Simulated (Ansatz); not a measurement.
The same path of CH₃AlOS (7 atoms, charge 0, multiplicity 1) was run twice with different band settings. Lost on the way: Al3–H7. Made: O2–H7.

Level of theory: Ansatz 0.2.0, RKS B3LYP/def2-SVP.

Relaxed end points:

```xyz
7
Properties=species:S:1:pos:R:3
C -0.460 0.859 -0.034
O 0.320 0.262 0.968
Al 0.690 -1.207 0.105
S -0.504 -0.360 -1.504
H -0.023 1.805 -0.395
H -1.500 1.030 0.293
H 1.539 -2.457 0.521
```

```xyz
7
Properties=species:S:1:pos:R:3
C -0.286 0.553 0.001
O 0.483 -0.511 0.599
Al 0.546 -1.963 -0.996
S -0.734 -0.088 -1.641
H 0.329 1.465 -0.070
H -1.177 0.762 0.616
H 0.900 -0.285 1.445
```

Common settings: climbing image yes; spring 5.0 eV/Å²; optimiser quadratic models (default); start path through a guess of the saddle point; force threshold 0.05 eV/Å; iteration limit 60; end points relaxed.

| run | movable images |
| --- | --- |
| 1 | 5 |
| 2 | 3 |

Task: What does each run give, and how far can it be trusted?

Result: Run 1: converged after 9 iterations, highest image 2.982 eV above the first end. Neighbouring images differ by up to 1.6 eV, so the band resolves the path poorly. A vibrational analysis at the climbing image gives one clearly imaginary mode, 1406i cm⁻¹: a first-order saddle point.
Run 2: converged after 11 iterations, highest image 2.982 eV above the first end. Neighbouring images differ by up to 2.3 eV, so the band resolves the path poorly. Another band between the same ends (5 images) ends at a top of the same energy, where a vibrational analysis finds 1 clearly imaginary mode. So few images can step over the top or miss a turn of the path.
The orbitals stay closed-shell, which can raise the energy where a bond breaks towards radicals; this wasn't checked here.
